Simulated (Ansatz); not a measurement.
Ansatz (a quantum-chemistry and plane-wave program) input (CCSD(T)/aug-cc-pVDZ):

Ansatz 0.2 input:
```yaml
crystal:
  periodic: [false, false, false]
  atoms:
    - {symbol: C, position_ang: [2.32964779, 0.63721886, 0.51672090]}
    - {symbol: O, position_ang: [1.23426588, -0.16971008, 0.88953495]}
    - {symbol: Ge, position_ang: [-0.30107379, -0.09073376, -0.05660446]}
    - {symbol: C, position_ang: [-0.99342399, 1.74602026, 0.02993916]}
    - {symbol: C, position_ang: [-1.45427561, -1.37262788, 0.86069644]}
    - {symbol: C, position_ang: [0.08208040, -0.61119238, -1.91208813]}
    - {symbol: H, position_ang: [3.15071598, 0.44092344, 1.20969391]}
    - {symbol: H, position_ang: [2.09470365, 1.70831038, 0.56751998]}
    - {symbol: H, position_ang: [2.68476491, 0.41505683, -0.49794762]}
    - {symbol: H, position_ang: [-1.11515992, 2.05235167, 1.06885788]}
    - {symbol: H, position_ang: [-1.96279817, 1.80553152, -0.46713450]}
    - {symbol: H, position_ang: [-0.31364646, 2.44130867, -0.46280689]}
    - {symbol: H, position_ang: [-1.00039893, -2.36299509, 0.83808973]}
    - {symbol: H, position_ang: [-2.43201733, -1.42283449, 0.38015846]}
    - {symbol: H, position_ang: [-1.58849647, -1.07404551, 1.90001143]}
    - {symbol: H, position_ang: [0.75178726, 0.10616822, -2.38664966]}
    - {symbol: H, position_ang: [-0.84266851, -0.64948754, -2.48974117]}
    - {symbol: H, position_ang: [0.54927680, -1.59564016, -1.93659847]}
basis:
  gaussian:
    orbitals: aug-cc-pVDZ
magnetization: {spin_polarized: false}
correlation: {method: ccsd_t, electrons: outside_noble_gas}
output: {forces: true}
```

Output:

```
Functional definition: HF
integrals: 2.18 GiB planned
2584 factors; integrals over basis functions are off by at most 1.0e-3 eV
1.93 GiB of device memory are held for the factors and their scratch space
mean field: 2.17 GiB planned
mean field evaluation 1: about -62817.1144 eV, gradient 5.0e1 eV
mean field evaluation 2: about -62817.1442 eV, gradient 5.0e1 eV
mean field evaluation 4: about -62823.2297 eV, gradient 5.8e0 eV
mean field evaluation 8: about -62823.3267 eV, gradient 2.6e-1 eV
mean field evaluation 16: about -62823.2798 eV, gradient 1.9e0 eV
mean field -62823.32705427 eV, -2308.7146860640 hartree, gradient 4.3e-6 eV, S^2 0.000000; 0 other end points of the search recorded, 0 dependent functions left out
19 core orbitals not correlated
reference -62823.32705427 eV, -2308.7146860640 hartree; 19, 19 occupied and 221, 221 virtual orbitals, 2584 factors
densities: 13.53 GiB planned
second order -24.85902556 eV of doubles, -0.00000000 eV of singles
coupled cluster: 12.51 GiB planned
cycle   1  -26.10285894 eV  change    -1.2e0 eV  update   1.1e-1
cycle   2  -26.74900548 eV  change   -6.5e-1 eV  update   3.3e-2
cycle   3  -26.90668652 eV  change   -1.6e-1 eV  update   1.7e-2
cycle   4  -26.90739839 eV  change   -7.1e-4 eV  update   3.5e-3
cycle   5  -26.90677787 eV  change    6.2e-4 eV  update   1.5e-3
cycle   6  -26.90706313 eV  change   -2.9e-4 eV  update   4.6e-4
cycle   7  -26.90699647 eV  change    6.7e-5 eV  update   2.0e-4
cycle   8  -26.90696588 eV  change    3.1e-5 eV  update   6.7e-5
cycle   9  -26.90697438 eV  change   -8.5e-6 eV  update   2.5e-5
cycle  10  -26.90697623 eV  change   -1.9e-6 eV  update   9.2e-6
perturbative correction -0.87413168 eV, -0.0321237468 hartree
the calculation of the forces begins
1.93 GiB of device memory are held for the factors and their scratch space
Total energy: -62851.10816219 eV, -2309.7356229492 hartree
Atom 0 at     2.329648     0.637219     0.516721 Å, force     0.082357     0.104015    -0.080643 eV/Å
Atom 1 at     1.234266    -0.169710     0.889535 Å, force    -0.095181    -0.428920     0.467907 eV/Å
Atom 2 at    -0.301074    -0.090734    -0.056604 Å, force    -0.194178     0.044589    -0.161659 eV/Å
Atom 3 at    -0.993424     1.746020     0.029939 Å, force     0.137828    -0.366854    -0.020414 eV/Å
Atom 4 at    -1.454276    -1.372628     0.860696 Å, force     0.233033     0.251514    -0.176230 eV/Å
Atom 5 at     0.082080    -0.611192    -1.912088 Å, force    -0.078128     0.106463     0.369536 eV/Å
Atom 6 at     3.150716     0.440923     1.209694 Å, force     0.342893    -0.074610     0.280457 eV/Å
Atom 7 at     2.094704     1.708310     0.567520 Å, force    -0.110034     0.446624     0.025913 eV/Å
Atom 8 at     2.684765     0.415057    -0.497948 Å, force     0.140557    -0.102604    -0.426577 eV/Å
Atom 9 at    -1.115160     2.052352     1.068858 Å, force    -0.066940     0.158942     0.493462 eV/Å
Atom 10 at    -1.962798     1.805532    -0.467135 Å, force    -0.465522     0.058432    -0.234737 eV/Å
Atom 11 at    -0.313646     2.441309    -0.462807 Å, force     0.318171     0.351393    -0.242220 eV/Å
Atom 12 at    -1.000399    -2.362995     0.838090 Å, force     0.198053    -0.482961    -0.004663 eV/Å
Atom 13 at    -2.432017    -1.422834     0.380158 Å, force    -0.476467    -0.042689    -0.212054 eV/Å
Atom 14 at    -1.588496    -1.074046     1.900011 Å, force    -0.081066     0.128792     0.499339 eV/Å
Atom 15 at     0.751787     0.106168    -2.386650 Å, force     0.321395     0.344326    -0.248043 eV/Å
Atom 16 at    -0.842669    -0.649488    -2.489741 Å, force    -0.428072    -0.023648    -0.302360 eV/Å
Atom 17 at     0.549277    -1.595640    -1.936598 Å, force     0.221302    -0.472804    -0.027013 eV/Å
Dipole moment:    -0.154820     0.126965    -0.239848 e Å
```
